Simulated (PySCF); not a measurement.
**Spinor energies of Au²⁺ (gold, charge +2)**

Start: [Xe] 4f14 5d9; 5d3/2 filled at m_j = -3/2, -1/2, +1/2, +3/2; 5d5/2 filled at m_j = -3/2, -1/2, +1/2, +3/2, +5/2. Calculated with PySCF 2.14 in x2c-TZVPall-2c with one added diffuse shell each of s, p, d type (12s12p11d2f, 117 functions): generalised Hartree-Fock with the X2C-1e Hamiltonian and a Gaussian nucleus; spin-orbit coupling (SO) screened by Boettger's factors. This is a chosen level, not necessarily the ground level.

```tsv
spinor shell	electrons	ε, screened SO (eV)	weight of nominal j (screened SO)	rms radius, screened SO (bohr)
1s1/2	2	-81167.4	1.000	0.0190
2s1/2	2	-14487.0	1.000	0.0768
2p1/2	2	-13869.6	1.000	0.0651
2p3/2	4	-12028.4	1.000	0.0731
3s1/2	2	-3503.6	1.000	0.196
3p1/2	2	-3226.9	1.000	0.188
3d3/2	4	-2360.5	1.000	0.179
3d5/2	6	-2272.3	1.000	0.183
4s1/2	2	-813.83	1.000	0.433
4p1/2	2	-694.76	1.000	0.438
4p3/2	4	-594.50	1.000	0.471
4d3/2	4	-399.40	1.000	0.485
4d5/2	6	-380.02	1.000	0.497
5s1/2	2	-149.04	1.000	0.998
4f5/2	6	-127.07	0.999	0.544
4f7/2	8	-123.20	0.999	0.546
5p1/2	2	-108.85	0.999	1.08
5p3/2	4	-90.752	0.999	1.18
5d3/2	4	-34.833	0.970	1.57
5d5/2	5	-32.635	0.975	1.63
```

(1) Where does 3p3/2 lie, and what is the 3p spin-orbit splitting (screened SO)?

| quantity | screened SO |
| --- | --- |
| E (hartree) | -19025.88039 |
| M_J | 5/2 |
| ⟨J²⟩ | 8.817 |
| ⟨L²⟩ | 6.214 |
| ⟨S²⟩ | 0.932 |

Each row is a mean over spinors that exchange with the open shell spreads, by up to 4.639 eV (5p3/2).

⟨J²⟩ departs a little from M_J(M_J + 1) because the unrestricted spinors polarise the closed shells.

Breit and QED terms are absent; they matter most for the inner s and p1/2 levels.

Densities and radii are taken from the X2C orbitals without a picture-change correction, which distorts them close to the nucleus.

Answers

(1) At -2814.5 eV, 412.38 eV above 3p1/2.
